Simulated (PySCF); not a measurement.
thiooxirane (C₂H₄S), singlet, geometry from GFN2-xTB. Base run: CCSD(T)/6-31G* (PySCF).

Input for PySCF:
```python
from pyscf import gto, scf, cc

mol = gto.Mole()
mol.atom = '''
    C     0.01173100   -0.72708757   -0.79850692
    S     0.00262325   -0.01384904    0.85337863
    C    -0.01656607    0.75261357   -0.77440663
    H    -0.88881533   -1.25980956   -1.07214441
    H     0.93050588   -1.22493589   -1.07717098
    H     0.88233454    1.29402388   -1.03614401
    H    -0.93698668    1.25915021   -1.03111744
'''
mol.basis = '6-31g*'
mol.verbose = 4
mol.build()

mf = scf.RHF(mol)
mf.kernel()

mycc = cc.CCSD(mf)
mycc.kernel()
et = mycc.ccsd_t()
print('E(CCSD(T)) = %.10f' % (mycc.e_tot + et))
mf.analyze()
```

Variants of this job, named by their change:

```tsv
change	ΔE vs base (mEh)	MP2 correlation (Eh)	CC correlation without the perturbative part (Eh)	basis functions
base	0.000	-0.39042	-0.42238	54
cart = on	-14.237	-0.40278	-0.43422	57
method = cisd	61.244	-	-	54
method = ccsd	14.059	-0.39042	-0.42238	54
cc.direct = True	0.000	-0.39042	-0.42238	54
frozen = 7	10.752	-0.37868	-0.41191	54
method = mp2	46.017	-0.39042	-	54
cc.level_shift = 0.2	0.000	-0.39042	-0.42238	54
frozen = 8	70.547	-0.32735	-0.35395	54
density fitting = JK and correlation	-0.035	-0.39035	-0.42245	54
```
